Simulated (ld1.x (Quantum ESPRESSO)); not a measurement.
## What one change does to a pseudopotential (tin (Sn), TM)

| Quantity | Value |
| --- | --- |
| Element | Sn |
| Generator | ld1.x (Quantum ESPRESSO) 7.5 |
| Type | norm-conserving Troullier–Martins (Kleinman–Bylander form) |
| Functional | LDA (PZ) |
| Relativity | scalar-relativistic |
| Frozen core | [Kr] |
| Valence charge | 14 |
| Reference configuration | 4d10 5s1.75 5p2.25 |
| Partial waves | 5p (bound): rc 1.90 bohr; 4d (bound): rc 1.50 bohr; 5s (bound): rc 1.70 bohr |
| Local potential | the s channel |
| Core correction | Bessel-smoothed model core inside 0.80 bohr |

Change: wave 5p (bound): rc 1.90 bohr becomes 5p (bound): rc 1.74 bohr.

Cutoffs: the cutoffs (Ry, on a coarse ladder) from which the occupation-weighted sum of valence levels, in a spherical-Bessel basis at the reference potential, stays within 10 and 1 mRy of its value at 400 Ry; they do not see the model core or the augmentation charge, which bear on the density cutoff. Errors are all-electron minus pseudo energies relative to the spin-unpolarised reference configuration.

Q: Predict the effect on cutoff, ghosts and configuration errors.

A: The potential gets neither clearly harder nor softer (90 Ry and 140 Ry → 90 Ry and 140 Ry); a bound ghost appears in p, which as a rule spoils a file; of the 9 tests that both files solve, the error grows in 0 and shrinks in 4 by more than 15 % and 0.3 meV (median size 1.3 → 0.5 meV). Less of the atom is replaced, so other configurations are described better.

| quantity | base | changed |
| --- | --- | --- |
| cutoff, loose | 90 Ry | 90 Ry |
| cutoff, tight | 140 Ry | 140 Ry |
| loose cutoff by channel (10 mRy a level) | p 18 Ry, d 70 Ry, s 21 Ry | p 30 Ry, d 70 Ry, s 21 Ry |
| bound ghosts | none | p |
| error for 4d10 5s2 5p2, meV [ΔE -1.74 eV] | +0.1 | +0.1 |
| error for 4d10 5s2 5p1, meV [ΔE 5.35 eV] | -1.3 | -0.9 |
| error for 4d10 5s2 5p0, meV [ΔE 19.62 eV] | -5.0 | -2.8 |
| error for 4d10 5s2 5p2.3, meV [ΔE -2.64 eV] | +0.5 | +0.5 |
| error for 4d10 5s0 5p4, meV [ΔE 12.66 eV] | -3.1 | -3.3 |
| error for 4d10 5s2 5p1.5, meV [ΔE 0.97 eV] | -0.6 | -0.4 |
| error for 4d10 5s0 5p0, meV [ΔE 92.63 eV] | -73 | -70 |
| error for 4d10 5s1.75 5p2.25 (spin-polarised), meV [ΔE -0.75 eV] | +1.7 | +0.1 |
| error for 4d10 5s2 5p2 (spin-polarised), meV [ΔE -2.22 eV] | +1.1 | +0.3 |

 A true bound ghost makes a file unfit for plane-wave use even where its test errors are small: the radial tests pick states by their node count and pass the ghost by.
